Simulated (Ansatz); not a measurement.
`SC1CBC1`. Total charge 0; spin multiplicity 1. The structure was optimised at the PBE0-D4/def2-TZVP level. It is one conformer, not always the lowest.

```xyz
12

S     0.692    1.535    1.517
C     0.488    0.468    0.069
C     0.592   -1.042    0.384
B    -0.552   -1.218   -0.680
C    -0.907    0.310   -0.580
H     0.464    2.709    0.905
H     1.232    0.747   -0.679
H     0.180   -1.243    1.383
H     1.565   -1.530    0.318
H    -0.914   -2.122   -1.372
H    -1.685    0.457    0.179
H    -1.157    0.928   -1.444
```

(1) What is the dipole moment at r2SCAN/def2-TZVPP? (Estimate.)

(2) And with PBE, B3LYP, ωB97M-V? (An estimate is asked.)

(3) Give the Mulliken charges with r2SCAN, ωB97M-V, PBE in def2-TZVPP. (Estimate.)

Answers

(1) Computed: 1.35 D, with components (-0.36, -0.16, -1.29) D in this frame, pointing from negative to positive charge.

(2) Computed: PBE 1.23 D, B3LYP 1.32 D, ωB97M-V 1.30 D.

(3) Computed: 
```tsv
atom	r2SCAN	ωB97M-V	PBE
S1	-0.21	-0.16	-0.21
C2	0.08	-0.10	0.00
C3	-0.18	-0.27	-0.20
B4	0.07	-0.02	0.01
C5	-0.18	-0.25	-0.18
H6	0.08	0.10	0.10
H7	0.05	0.13	0.09
H8	0.07	0.12	0.09
H9	0.07	0.12	0.09
H10	0.01	0.10	0.02
H11	0.07	0.12	0.09
H12	0.06	0.11	0.08
```

B3LYP here is the variant with VWN-RPA as its local correlation; programs differ in this.
